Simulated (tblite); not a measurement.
C4H12NSSi (doublet state).
Numbering: `[CH3:1][CH2:2][C:3]([CH3:4])[S:5][SiH2:6][NH2:7]` (hydrogens: H8, H9, H10 on C1; H11, H12 on C2; H13, H14, H15 on C4; H16, H17 on Si6; H18, H19 on N7)

The geometry is computed with GFN2-xTB (gas phase). This method treats the open shell by occupation alone, without spin polarisation.

Q: Give the optimised bond lengths and angles.

A: 
```
                bond  length (Å)
               C1–C2       1.536
               C2–C3       1.489
               C3–C4       1.488
               C3–S5       1.729
              S5–Si6       2.165
              Si6–N7       1.718
C1–H8, C1–H9, C1–H10       1.087
      C2–H11, C2–H12       1.094
      C4–H13, C4–H14       1.089
              C4–H15       1.096
    Si6–H16, Si6–H17       1.458
      N7–H18, N7–H19       1.008
```

Bonds in one row agree within 0.01 Å and their mean is given. A selection of angles:
```
      angle  degrees
   C2–C1–H8    110.4
   H8–C1–H9    108.5
   C1–C2–C3    112.4
  C1–C2–H11    108.2
  C1–C2–H12    108.9
  C3–C2–H11    109.1
 H11–C2–H12    107.8
   C2–C3–C4    119.1
   C2–C3–S5    121.7
   C4–C3–S5    117.2
  C3–C4–H13    110.6
  C3–C4–H14    110.4
 H13–C4–H14    109.0
 H13–C4–H15    108.0
  C3–S5–Si6    106.1
  S5–Si6–N7    106.7
 S5–Si6–H16    100.7
 S5–Si6–H17    111.8
 N7–Si6–H16    118.7
 N7–Si6–H17    106.5
H16–Si6–H17    112.2
 Si6–N7–H18    119.3
 H18–N7–H19    110.5
```

Dihedral angles: C1–C2–C3–C4 83° (synclinal); C2–C3–S5–Si6 48° (synclinal); C3–S5–Si6–N7 52° (synclinal). The mirror-image conformer, all signs reversed, is as good.

Of the pairs four or more bonds apart, Si6···H12 is among the closest relative to their van der Waals radii: 3.08 Å, 93 % of the sum of Bondi's values. The 3 C–C bonds span 1.488 Å (C3–C4, drawn single) to 1.536 Å (C1–C2, drawn single), a spread of 0.048 Å. N7 (nitrogen bonded to Si and 2 H) has angles 119.7°, 119.3° and 110.5°, sum 349.5°, 0.22 Å off the plane of its three neighbours. Si6 (silicon bonded to N, S and 2 H) is distorted tetrahedral (angles from 100.7° to 118.7°). C3 (carbon bonded to 2 C and S) is almost planar (angles 121.7°, 119.1° and 117.2°, sum 358.0°, 0.13 Å off the plane of its three neighbours).

Point group: C1 (no symmetry element, even within 0.4 Å). Its GFN2-xTB frequencies are all real (lowest 33 cm⁻¹). Torsions: C1–C2–C3–C4 83°, C2–C3–S5–Si6 48°, C3–S5–Si6–N7 52°, S5–Si6–N7–H 34° and 175°. 3 starts were optimised and ended at 0.00, 1.43 and 2.48 kcal/mol (GFN2-xTB); the lowest of these is shown.
